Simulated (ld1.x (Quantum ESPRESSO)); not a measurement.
**What one change does to a pseudopotential (Se, TM)**

* Element: selenium (Se)
* Generator: ld1.x (Quantum ESPRESSO) 7.5
* Type: norm-conserving Troullier–Martins (Kleinman–Bylander form)
* Functional: LDA (PZ)
* Relativity: scalar-relativistic
* Frozen core: [Ar]
* Valence charge: 16
* Reference configuration: 3d10 4s2 4p4
* Partial waves: 4s (bound): rc 1.25 bohr; 4p (bound): rc 1.55 bohr; 3d (bound): rc 1.10 bohr
* Local potential: all-electron potential smoothed inside 1.45 bohr (lloc = -1)
* Core correction: a·sin(br)/r model core inside 0.55 bohr

All-electron outer shells of the reference configuration (LDA (PZ), scalar-relativistic, ld1.x):

```
shell  level (eV)  outermost node (bohr)  outermost maximum (bohr)
   3s     -212.67                   0.24                      0.50
   3p     -152.70                   0.21                      0.50
   3d      -53.39                      –                      0.45
   4s      -17.49                   0.70                      1.51
   4p       -6.66                   0.74                      1.80
```

Change: local potential all-electron potential smoothed inside 1.08 bohr (lloc = -1).

Cutoffs: the cutoffs (Ry, on a coarse ladder) from which the occupation-weighted sum of valence levels, in a spherical-Bessel basis at the reference potential, stays within 10 and 1 mRy of its value at 400 Ry; they do not see the model core or the augmentation charge, which bear on the density cutoff. Errors are all-electron minus pseudo energies relative to the spin-unpolarised reference configuration.

Q: Predict the effect on cutoff, ghosts and configuration errors.

A: A bound ghost appears in s, which as a rule spoils a file; of the 9 tests that both files solve, the error grows in 1 and shrinks in 4 by more than 15 % and 0.3 meV (median size 6.8 → 6.7 meV); the range in which the s phases agree widens (upper end 0.6 → at the end of the scan); the range in which the p phases agree narrows (upper end 3.7 → 1.9). In the separable form a ghost depends on how the local part lies against the semilocal potential of the channel, so the choice of the local part can create or remove one.

| quantity | base | changed |
| --- | --- | --- |
| cutoff, loose | 260 Ry | 260 Ry |
| cutoff, tight | over 300 Ry | over 300 Ry |
| loose cutoff by channel (10 mRy a level) | s 40 Ry, p 8 Ry, d 200 Ry | s 45 Ry, p 8 Ry, d 200 Ry |
| bound ghosts | none | s |
| error for 3d10 4s2 4p3, meV [ΔE 11.01 eV] | +2.0 | +1.2 |
| error for 3d10 4s2 4p2, meV [ΔE 31.57 eV] | +15 | +7.0 |
| error for 3d10 4s2 4p1, meV [ΔE 62.72 eV] | +45 | +8.6 |
| error for 3d10 4s2 4p4.3, meV [ΔE -1.64 eV] | +0.4 | +0.5 |
| error for 3d10 4s1 4p4, meV [ΔE 22.59 eV] | +6.8 | +6.7 |
| error for 3d10 4s2 4p3.5, meV [ΔE 4.39 eV] | +0.1 | 0.0 |
| error for 3d9 4s2 4p4, meV [ΔE 64.37 eV] | -114 | -447 |
| error for 3d10 4s2 4p4 (spin-polarised), meV [ΔE -0.59 eV] | +6.1 | +5.3 |
| error for 3d10 4s2 4p3 (spin-polarised), meV [ΔE 9.37 eV] | +18 | +13 |
| s: phases at 1.70 bohr within 0.05 rad from the reference energy up to (Ry; the scan ends near 5) | 0.6 | to the end of the scan |
| p: phases at 1.70 bohr within 0.05 rad from the reference energy up to (Ry; the scan ends near 5) | 3.7 | 1.9 |
| d: phases at 1.70 bohr within 0.05 rad from the reference energy up to (Ry; the scan ends near 5) | 0.6 | 1.3 |

 A true bound ghost makes a file unfit for plane-wave use even where its test errors are small: the radial tests pick states by their node count and pass the ghost by.
